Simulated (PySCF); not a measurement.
FLi, charge +1, doublet, geometry from GFN2-xTB (such geometries of metal compounds can be far from the true shape) (a state made from the parent by changing its charge; the spin is typed, not shown lowest); PBE/def2-SVP (PySCF).

The PySCF input:
```python
from pyscf import gto, scf, dft

mol = gto.Mole()
mol.atom = '''
    Li   -0.00000000   -0.00000000   -1.65974449
    F     0.00000000    0.00000000    0.55324816
'''
mol.basis = 'def2-svp'
mol.charge = 1
mol.spin = 1
mol.verbose = 4
mol.build()

mf = dft.UKS(mol)
mf.xc = 'pbe'
mf.kernel()
```

The log (banner, timings and long lists left out):

```
PySCF version 2.14.0

[INPUT] verbose = 4
[INPUT] num. atoms = 2
[INPUT] num. electrons = 11
[INPUT] charge = 1
[INPUT] spin (= nelec alpha-beta = 2S) = 1
[INPUT] symmetry False subgroup None
[INPUT] Mole.unit = angstrom
[INPUT] Symbol           X                Y                Z      unit          X                Y                Z       unit  Magmom
[INPUT]  1 Li     0.000000000000   0.000000000000  -1.659744490000 AA    0.000000000000   0.000000000000  -3.136462522856 Bohr   0.0
[INPUT]  2 F      0.000000000000   0.000000000000   0.553248160000 AA    0.000000000000   0.000000000000   1.045487501320 Bohr   0.0

nuclear repulsion = 6.45631818742823
number of shells = 11
number of NR pGTOs = 40
number of NR cGTOs = 23
basis = def2-svp
ecp = {}

******** <class 'pyscf.dft.uks.UKS'> ********
method = UKS
initial guess = minao
damping factor = 0
level_shift factor = 0
DIIS = <class 'pyscf.scf.diis.CDIIS'>
diis_start_cycle = 1
diis_space = 8
diis_damp = 0
SCF conv_tol = 1e-09
SCF conv_tol_grad = None
SCF max_cycles = 50
direct_scf = True
direct_scf_tol = 1e-13
number electrons alpha = 6  beta = 5
XC library pyscf.dft.libxc version 7.1.2
    S. Lehtola, C. Steigemann, M. J. T. Oliveira, and M. A. L. Marques,  SoftwareX 7, 1–5 (2018)
XC functionals = pbe
    J. P. Perdew, K. Burke, and M. Ernzerhof,  Phys. Rev. Lett. 77, 3865 (1996)
    J. P. Perdew, K. Burke, and M. Ernzerhof,  Phys. Rev. Lett. 78, 1396 (1997)
    J. P. Perdew, K. Burke, and M. Ernzerhof,  Phys. Rev. Lett. 77, 3865 (1996)
    J. P. Perdew, K. Burke, and M. Ernzerhof,  Phys. Rev. Lett. 78, 1396 (1997)
radial grids:
    Treutler-Ahlrichs [JCP 102, 346 (1995); DOI:10.1063/1.469408] (M4) radial grids

becke partition: Becke, JCP 88, 2547 (1988); DOI:10.1063/1.454033
pruning grids: <function nwchem_prune>
grids dens level: 3
symmetrized grids: False
atomic radii adjust function: <function treutler_atomic_radii_adjust>
small_rho_cutoff = 0
Set gradient conv threshold to 3.16228e-05
tot grids = 27984
init E= -106.992348802164

cycle= 1 E= -106.805028723023  delta_E= 0.187  |g|= 0.0877  |ddm|= 0.857
cycle= 2 E= -106.808136069847  delta_E= -0.00311  |g|= 0.0116  |ddm|= 0.0691
cycle= 3 E= -106.808164762882  delta_E= -2.87e-05  |g|= 0.00824  |ddm|= 0.0123
cycle= 4 E= -106.808185439005  delta_E= -2.07e-05  |g|= 0.00258  |ddm|= 0.00675
cycle= 5 E= -106.808187679087  delta_E= -2.24e-06  |g|= 0.000207  |ddm|= 0.00166
cycle= 6 E= -106.808187697941  delta_E= -1.89e-08  |g|= 2.85e-05  |ddm|= 0.000218
cycle= 7 E= -106.808187699892  delta_E= -1.95e-09  |g|= 1.97e-05  |ddm|= 0.00015
cycle= 8 E= -106.808187701441  delta_E= -1.55e-09  |g|= 1.96e-05  |ddm|= 0.000134
cycle= 9 E= -106.808187710487  delta_E= -9.05e-09  |g|= 1.96e-05  |ddm|= 0.000782
cycle= 10 E= -106.808188106289  delta_E= -3.96e-07  |g|= 0.00021  |ddm|= 0.0386
cycle= 11 E= -106.808187777071  delta_E= 3.29e-07  |g|= 1.94e-05  |ddm|= 0.0328
cycle= 12 E= -106.808179052779  delta_E= 8.72e-06  |g|= 0.00526  |ddm|= 0.184
cycle= 13 E= -106.808188043433  delta_E= -8.99e-06  |g|= 0.000108  |ddm|= 0.159
cycle= 14 E= -106.808188203206  delta_E= -1.6e-07  |g|= 0.000271  |ddm|= 0.0197
cycle= 15 E= -106.808188151363  delta_E= 5.18e-08  |g|= 0.000377  |ddm|= 0.0035
cycle= 16 E= -106.80818727815  delta_E= 8.73e-07  |g|= 0.00188  |ddm|= 0.102
cycle= 17 E= -106.808187444471  delta_E= -1.66e-07  |g|= 0.00175  |ddm|= 0.00231
cycle= 18 E= -106.808187702321  delta_E= -2.58e-07  |g|= 0.00152  |ddm|= 0.00387
cycle= 19 E= -106.808188507979  delta_E= -8.06e-07  |g|= 0.000149  |ddm|= 0.0253
cycle= 20 E= -106.808188513379  delta_E= -5.4e-09  |g|= 7.31e-05  |ddm|= 0.0021
cycle= 21 E= -106.808188513557  delta_E= -1.78e-10  |g|= 6.99e-05  |ddm|= 0.00296
cycle= 22 E= -106.808188515288  delta_E= -1.73e-09  |g|= 7.13e-06  |ddm|= 0.00121
cycle= 23 E= -106.808188515298  delta_E= -1.01e-11  |g|= 4.87e-06  |ddm|= 4.71e-05
Extra cycle  E= -106.808188515306  delta_E= -7.72e-12  |g|= 8.29e-07  |ddm|= 2.66e-06
converged SCF energy = -106.808188515306  <S^2> = 0.75109063  2S+1 = 2.0010903
```
